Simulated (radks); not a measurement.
Method: non-relativistic Kohn-Sham, LDA (Slater exchange, Perdew-Wang correlation), spin-polarised, spherical densities, point nucleus; open shells are filled with parallel spins first; computed with a radial shooting solver on a logarithmic mesh with Libxc functionals. Response by self-consistent Sternheimer equations with the Hartree and adiabatic LDA kernel. For heavy and open-shell atoms this level of theory can miss by tens of per cent. Rank Si+, Cr+, Ni3+, O+, Co, Co3+, Ge+ (NIST ground configurations) by static dipole polarisability, largest first.

Answer. Co 51.55, Si+ 18.89, Ge+ 18.71, Cr+ 14.10, O+ 2.647, Co3+ 1.837, Ni3+ 1.744 bohr^3.
